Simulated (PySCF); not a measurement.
Molecule: `CC[SiH2][C@@H](F)[SiH3]`, C₃H₁₁FSi₂.

Cartesian coordinates in Å; atom numbers follow the order of the lines, from 1:
```xyz
17

C     2.6071   -0.0615   -0.3019
C     1.1611    0.4199   -0.2420
Si   -0.0746   -0.8478    0.3934
C    -1.7681   -0.0114    0.6457
F    -1.5828    1.0222    1.5782
Si   -2.5864    0.7167   -0.9068
H     3.2843    0.7330   -0.6525
H     2.7240   -0.9162   -0.9873
H     2.9673   -0.3857    0.6874
H     0.8234    0.7624   -1.2357
H     1.0643    1.2955    0.4239
H    -0.2478   -1.9916   -0.5587
H     0.3768   -1.3857    1.7147
H    -2.4696   -0.7474    1.0833
H    -1.7053    1.7535   -1.5208
H    -3.8947    1.3413   -0.5508
H    -2.8085   -0.3882   -1.8897
```

Geometry PBE0-D3(BJ)/def2-SVP throughout; GIAO in PySCF 2.14, gas phase, one conformer, non-relativistic; equivalent atoms averaged; functional PBE0.

Q: How do the shifts δ (against TMS, CFCl3 at the same level) depend on the basis set? (a selection of nuclei; ppm; last column core-seconds on shared hosts with different chips, so compare them loosely)

A: 
```tsv
basis set	functions	C4	C2	Si3	Si6	F5	H13	H15/H16/H17	H11	H10	core-s
STO-3G	49	44.9	5.6	-44.5	-70.3	-164.0	1.98	1.75	0.40	0.21	7.3
6-31G	84	70.8	1.3	-13.7	-45.8	-290.6	4.07	3.83	1.17	0.95	14
pcSseg-0	84	71.1	-2.1	-59.0	-107.5	-323.7	4.51	4.14	0.87	0.70	8.4
6-31G*	114	71.4	2.2	-12.5	-39.2	-280.3	4.49	4.16	1.01	0.82	20
def2-SVP	147	72.0	1.2	-40.1	-72.5	-269.2	4.28	4.00	0.85	0.65	25
cc-pVDZ	147	74.7	3.9	-31.2	-63.9	-276.9	4.25	3.95	1.01	0.81	18
pcSseg-1	171	76.7	1.7	-33.4	-70.9	-296.3	4.25	4.03	0.99	0.77	21
6-311+G(2d,p)	244	78.4	2.7	-32.7	-70.8	-292.5	4.51	4.24	1.06	0.90	54
aug-cc-pVDZ	245	75.7	3.5	-29.0	-66.5	-273.8	4.40	4.13	1.12	0.96	38
def2-TZVP	264	79.3	2.9	-33.3	-72.0	-292.3	4.51	4.25	1.02	0.84	62
```

Q: Which nucleus among those listed moves most, in ppm?

A: F5 (fluorine on an sp3 carbon): from -323.7 ppm with pcSseg-0 to -164.0 ppm with STO-3G. The smallest spread is 0.75 ppm, at H10. Proton shifts span only some 12 ppm, so a few tenths of a ppm matter as much there as several ppm in carbon.

Q: Taking the largest basis, def2-TZVP (264 functions), as the yardstick, rank the others by their worst heavy-atom deviation.

A: 6-311+G(2d,p) 1.2 ppm (244 functions), pcSseg-1 4.0 ppm (171 functions), cc-pVDZ 15.4 ppm (147 functions), aug-cc-pVDZ 18.4 ppm (245 functions), def2-SVP 23.1 ppm (147 functions), 6-31G 26.2 ppm (84 functions), 6-31G* 32.8 ppm (114 functions), pcSseg-0 35.5 ppm (84 functions), STO-3G 128.3 ppm (49 functions).

A small basis that lands close on one nucleus may do so by chance; judge by the trend and by all nuclei.
